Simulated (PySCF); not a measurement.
Se(SMe)(SiH3) (CH6SSeSi), SMILES CS[Se][SiH3].

Coordinates come from a PBE-D3(BJ)/def2-SVP optimisation. The structure was generated by enumeration, and PubChem lists no compound with its InChIKey, so it may never have been made. Other conformers were not sampled.

All values below come from PBE-D3(BJ)/def2-SVP in PySCF.

Frequencies are harmonic and unscaled.

| mode | ν (cm⁻¹) | IR (km/mol) | moving atoms (share of kinetic energy) |
|---|---|---|---|
| 1 | 76 | 0.7 | C 38 %, Si 24 %, H 24 %, Se 9 % |
| 2 | 105 | 1.7 | S 39 %, Si 26 %, H 21 %, Se 13 % |
| 3 | 156 | 0.2 | H 91 % |
| 4 | 177 | 1.1 | H 89 % |
| 5 | 209 | 0.8 | C 38 %, H 29 %, S 17 %, Se 16 % |
| 6 | 367 | 4.1 | S 36 %, Se 29 %, Si 29 % |
| 7 | 383 | 6.0 | S 35 %, Si 35 %, Se 24 % |
| 8 | 564 | 7.7 | H 85 %, Si 12 % |
| 9 | 569 | 8.7 | H 91 % |
| 10 | 683 | 3.2 | C 57 %, S 30 %, H 13 % |
| 11 | 866 | 299.8 | H 92 % |
| 12 | 891 | 38.3 | H 97 % |
| 13 | 907 | 29.4 | H 96 % |
| 14 | 926 | 13.3 | H 76 %, C 19 % |
| 15 | 931 | 7.4 | H 84 %, C 14 % |
| 16 | 1272 | 2.2 | H 86 %, C 14 % |
| 17 | 1377 | 10.0 | H 96 % |
| 18 | 1400 | 11.3 | H 95 % |
| 19 | 2149 | 93.3 | H 98 % |
| 20 | 2165 | 82.7 | H 96 % |
| 21 | 2180 | 77.2 | H 96 % |
| 22 | 2969 | 13.8 | H 98 % |
| 23 | 3078 | 2.0 | H 90 %, C 10 % |
| 24 | 3092 | 3.4 | H 90 %, C 10 % |
